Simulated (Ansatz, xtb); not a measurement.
**Two isomers of C3H10OSi3**

We compare X, `C[SiH2]C#C[SiH2]O[SiH3]`, a singlet, with Y, `C#C[Si@@H](O[SiH3])[SiH2]C`, a singlet. Both are isolated molecules in the gas phase, relaxed with r2SCAN-D4/def2-SVP; each stands in its lowest conformer found.

Task: Estimate which is lower in electronic energy at CCSD(T)/def2-SVP + ΔMP2/def2-TZVPP, and by roughly how much.

Result: The CCSD(T)/def2-SVP + ΔMP2/def2-TZVPP calculation puts structure X lower, by 11.9 kcal/mol.

The same difference at several levels:

```csv
level,geometry,E(Y) − E(X) (kcal/mol),departure from the last row (kcal/mol),"job, with rough time for the two"
r2SCAN-D4/def2-SVP,r2SCAN-D4/def2-SVP,+10.0,−1.9,"optimisation, 2.7 min"
HF/def2-SVP,r2SCAN-D4/def2-SVP,+14.5,+2.7,part of the CCSD(T) run
MP2/def2-SVP,r2SCAN-D4/def2-SVP,+12.8,+1.0,part of the CCSD(T) run
CCSD(T)/def2-SVP,r2SCAN-D4/def2-SVP,+11.4,−0.5,single point
CCSD(T)/def2-SVP + ΔMP2/def2-TZVPP,r2SCAN-D4/def2-SVP,+11.9,,"single point, 95 s"
```

As drawn, Y has 1 Si–Si, 1 C–H in place of 1 C–Si, 1 Si–H.

None of the levels shown reverses the order. The largest departure from CCSD(T)/def2-SVP + ΔMP2/def2-TZVPP is that of HF/def2-SVP, 2.7 kcal/mol. A small imaginary or near-zero mode remains, so no thermal terms are given. Levels run at GFN2-xTB geometries aren't shown. The last row adds to CCSD(T) the change of the MP2 difference between the two basis sets, here +0.5 kcal/mol.

The correlated steps freeze 19 core orbitals. Programs: Ansatz 0.2.0, xtb 6.7.1; the last row on 4 threads of Arm Neoverse V1 on a shared host.
